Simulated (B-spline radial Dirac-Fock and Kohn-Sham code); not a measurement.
**Binding energies of Cu¹⁸⁺ at several levels of theory**

System: copper as Cu¹⁸⁺, [Ne] 3s1.

The density-functional columns are spherical, spin-unpolarised Dirac-Kohn-Sham results without Breit or QED terms: −ε is minus the orbital energy of the initial state and ΔSCF the difference of two total energies. The reference in the last column comes from ΔSCF Dirac-Fock with Breit, self-energy and vacuum polarisation, finite nucleus, configuration average. All numbers are from a radial atomic solver, in eV; a selection of levels is shown. The Kohn-Sham columns are given as differences from the reference. For the 1s level of heavy atoms much of the gap between ΔSCF and the reference is the Breit and QED part, -16.3 eV here; for other levels the error of the functional can be larger.

| level | LDA −ε − DF | LDA ΔSCF − DF | Dirac-Fock |
| --- | --- | --- | --- |
| L2 | -51.8 | +4.0 | 1655.0 |
| L3 | -52.2 | +2.8 | 1634.2 |
| M1 | -17.5 | +0.2 | 669.9 |

For the outermost level NIST gives 670.608 ± 0.02 eV (semi-empirical); the differences from it are LDA −ε -18.13, LDA ΔSCF -0.47, Dirac-Fock -0.68 eV.

Values without a named source are computed, but for edge energies of neutral atoms, which are taken from tables.
